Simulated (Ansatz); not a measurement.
Ansatz (a program for electronic structure) input (B3LYP-D3(BJ)/def2-TZVP):

Ansatz 0.2 input:
```yaml
crystal:
  periodic: [false, false, false]
  atoms:
    - {symbol: Al, position_ang: [0.00000000, 0.00000000, 0.00000000]}
    - {symbol: F, position_ang: [-0.00000000, -0.00000000, -1.59181975]}
    - {symbol: F, position_ang: [0.00000000, 0.00000000, 1.59181975]}
basis:
  gaussian:
    orbitals: def2-TZVP
hamiltonian:
  xc: b3lyp
  dispersion: d3bj
total_charge: 1
phonons: {temperatures: {t_min: 298.15, t_max: 298.15, t_step: 100}}
```

Output:

```
Functional definition: B3LYP
integrals: 0.02 GiB planned
571 factors; their error is unknown
mean field: 0.23 GiB planned
mean field evaluation 1: about -12009.5492 eV, gradient 1.2e2 eV
mean field evaluation 2: about -11912.1225 eV, gradient 2.6e2 eV
mean field evaluation 4: about -12028.0120 eV, gradient 3.4e0 eV
mean field evaluation 8: about -12028.0259 eV, gradient 3.1e-2 eV
mean field evaluation 16: about -12028.0522 eV, gradient 5.2e-6 eV
mean field -12028.05215601 eV, -442.0227638267 hartree, gradient 4.9e-6 eV, S^2 0.000000; 0 other end points of the search recorded, 0 dependent functions left out
the calculation of the forces begins
reference -12028.05233775 eV, -442.0227705056 hartree; 15, 15 occupied and 84, 84 virtual orbitals, 571 factors
these checks for a lower state are left out or cut short: stability, starts, cluster_reference, orbital_swaps, neighbouring_geometries, increment
integrals: 0.02 GiB planned
571 factors; their error is unknown
mean field: 0.22 GiB planned
mean field -12028.05214969 eV, -442.0227635945 hartree, gradient 1.3e-6 eV, S^2 0.000000; 0 other end points of the search recorded, 0 dependent functions left out
the calculation of the forces begins
reference -12028.05233143 eV, -442.0227702735 hartree; 15, 15 occupied and 84, 84 virtual orbitals, 571 factors
these checks for a lower state are left out or cut short: stability, starts, cluster_reference, orbital_swaps, neighbouring_geometries, increment
integrals: 0.02 GiB planned
571 factors; their error is unknown
mean field: 0.23 GiB planned
mean field -12028.05214969 eV, -442.0227635945 hartree, gradient 1.3e-6 eV, S^2 0.000000; 0 other end points of the search recorded, 0 dependent functions left out
the calculation of the forces begins
reference -12028.05233143 eV, -442.0227702735 hartree; 15, 15 occupied and 84, 84 virtual orbitals, 571 factors
these checks for a lower state are left out or cut short: stability, starts, cluster_reference, orbital_swaps, neighbouring_geometries, increment
integrals: 0.02 GiB planned
571 factors; their error is unknown
mean field: 0.22 GiB planned
mean field evaluation 32: about -12028.0247 eV, gradient 1.5e-1 eV
mean field -12028.05214969 eV, -442.0227635945 hartree, gradient 1.3e-6 eV, S^2 0.000000; 0 other end points of the search recorded, 0 dependent functions left out
the calculation of the forces begins
reference -12028.05233143 eV, -442.0227702735 hartree; 15, 15 occupied and 84, 84 virtual orbitals, 571 factors
these checks for a lower state are left out or cut short: stability, starts, cluster_reference, orbital_swaps, neighbouring_geometries, increment
integrals: 0.02 GiB planned
571 factors; their error is unknown
mean field: 0.22 GiB planned
mean field -12028.05214969 eV, -442.0227635945 hartree, gradient 1.3e-6 eV, S^2 0.000000; 0 other end points of the search recorded, 0 dependent functions left out
the calculation of the forces begins
reference -12028.05233143 eV, -442.0227702735 hartree; 15, 15 occupied and 84, 84 virtual orbitals, 571 factors
these checks for a lower state are left out or cut short: stability, starts, cluster_reference, orbital_swaps, neighbouring_geometries, increment
integrals: 0.02 GiB planned
571 factors; their error is unknown
mean field: 0.23 GiB planned
mean field -12028.05191258 eV, -442.0227548808 hartree, gradient 1.3e-6 eV, S^2 0.000000; 0 other end points of the search recorded, 0 dependent functions left out
the calculation of the forces begins
reference -12028.05209432 eV, -442.0227615597 hartree; 15, 15 occupied and 84, 84 virtual orbitals, 571 factors
these checks for a lower state are left out or cut short: stability, starts, cluster_reference, orbital_swaps, neighbouring_geometries, increment
integrals: 0.02 GiB planned
571 factors; their error is unknown
mean field: 0.23 GiB planned
mean field -12028.05191258 eV, -442.0227548808 hartree, gradient 1.3e-6 eV, S^2 0.000000; 0 other end points of the search recorded, 0 dependent functions left out
the calculation of the forces begins
reference -12028.05209432 eV, -442.0227615597 hartree; 15, 15 occupied and 84, 84 virtual orbitals, 571 factors
these checks for a lower state are left out or cut short: stability, starts, cluster_reference, orbital_swaps, neighbouring_geometries, increment
integrals: 0.02 GiB planned
571 factors; their error is unknown
mean field: 0.23 GiB planned
mean field evaluation 64: about -12028.0522 eV, gradient 3.6e-5 eV
mean field -12028.05215443 eV, -442.0227637688 hartree, gradient 7.2e-7 eV, S^2 0.000000; 0 other end points of the search recorded, 0 dependent functions left out
the calculation of the forces begins
reference -12028.05233617 eV, -442.0227704477 hartree; 15, 15 occupied and 84, 84 virtual orbitals, 571 factors
these checks for a lower state are left out or cut short: stability, starts, cluster_reference, orbital_swaps, neighbouring_geometries, increment
integrals: 0.02 GiB planned
571 factors; their error is unknown
mean field: 0.23 GiB planned
mean field -12028.05215443 eV, -442.0227637688 hartree, gradient 7.2e-7 eV, S^2 0.000000; 0 other end points of the search recorded, 0 dependent functions left out
the calculation of the forces begins
reference -12028.05233617 eV, -442.0227704477 hartree; 15, 15 occupied and 84, 84 virtual orbitals, 571 factors
these checks for a lower state are left out or cut short: stability, starts, cluster_reference, orbital_swaps, neighbouring_geometries, increment
integrals: 0.02 GiB planned
571 factors; their error is unknown
mean field: 0.22 GiB planned
mean field -12028.05215443 eV, -442.0227637688 hartree, gradient 7.2e-7 eV, S^2 0.000000; 0 other end points of the search recorded, 0 dependent functions left out
the calculation of the forces begins
reference -12028.05233617 eV, -442.0227704477 hartree; 15, 15 occupied and 84, 84 virtual orbitals, 571 factors
these checks for a lower state are left out or cut short: stability, starts, cluster_reference, orbital_swaps, neighbouring_geometries, increment
integrals: 0.02 GiB planned
571 factors; their error is unknown
mean field: 0.23 GiB planned
mean field -12028.05215443 eV, -442.0227637688 hartree, gradient 7.2e-7 eV, S^2 0.000000; 0 other end points of the search recorded, 0 dependent functions left out
the calculation of the forces begins
reference -12028.05233617 eV, -442.0227704477 hartree; 15, 15 occupied and 84, 84 virtual orbitals, 571 factors
these checks for a lower state are left out or cut short: stability, starts, cluster_reference, orbital_swaps, neighbouring_geometries, increment
integrals: 0.02 GiB planned
571 factors; their error is unknown
mean field: 0.23 GiB planned
mean field evaluation 96: about -12028.0520 eV, gradient 2.6e-6 eV
mean field -12028.05202331 eV, -442.0227589501 hartree, gradient 2.6e-6 eV, S^2 0.000000; 0 other end points of the search recorded, 0 dependent functions left out
the calculation of the forces begins
reference -12028.05220504 eV, -442.0227656285 hartree; 15, 15 occupied and 84, 84 virtual orbitals, 571 factors
these checks for a lower state are left out or cut short: stability, starts, cluster_reference, orbital_swaps, neighbouring_geometries, increment
integrals: 0.02 GiB planned
571 factors; their error is unknown
mean field: 0.23 GiB planned
mean field -12028.05204235 eV, -442.0227596500 hartree, gradient 1.5e-6 eV, S^2 0.000000; 0 other end points of the search recorded, 0 dependent functions left out
the calculation of the forces begins
reference -12028.05222411 eV, -442.0227663295 hartree; 15, 15 occupied and 84, 84 virtual orbitals, 571 factors
Total energy: -12028.09861685 eV, -442.0244712311 hartree
Atom 0 at     0.000000     0.000000     0.000000 Å, force     0.000000     0.000000     0.000000 eV/Å
Atom 1 at    -0.000000    -0.000000    -1.591820 Å, force    -0.000000    -0.000000     0.000763 eV/Å
Atom 2 at     0.000000     0.000000     1.591820 Å, force    -0.000000    -0.000000    -0.000763 eV/Å
Dipole moment:    -0.000000     0.000000     0.000000 e Å
Vibrations: 186.68 186.68 755.29 1158.72 cm⁻¹, zero-point energy 0.141800 eV
```

It need not be the lowest isomer of its formula.
